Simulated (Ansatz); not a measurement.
`C[SiH2]C[SiH2]F` + `OC[SeH]` → `F[SiH2]OC[SeH]` + `C[SiH2]C`  (ligand exchange at the Si–C bond)

Computed with Ansatz on PBE0-D4/def2-TZVP structures; ΔE is electronic, products minus reactants. CBS: MP2 limit from def2 TZ/QZ plus the TZ coupled-cluster correction, frozen cores. For Se outer-core shells are correlated without core-valence functions, which leaves a few kJ/mol of doubt a bond. Scalar relativity is left out up to krypton. Each species was taken in one conformer, which may not be the lowest.

```
          species  CCSD(T)/CBS(def2) energy (Eh)
`C[SiH2]C[SiH2]F`                     -759.56248
        `OC[SeH]`                    -2516.31855
 `F[SiH2]OC[SeH]`                    -2905.90224
       `C[SiH2]C`                     -370.01595
```

Task: Work out ΔE.

Result: ΔE = (-2905.90224) + (-370.01595) − (-759.56248) − (-2516.31855) = -0.03716 Eh = -97.6 kJ/mol.

Largest T1 diagnostic among the species: 0.011.

In def2-TZVPP, CCSD(T) changes the Hartree–Fock value by +13.4 kJ/mol (the triples alone add +1.7 kJ/mol) and MP2 by +11.5 kJ/mol.
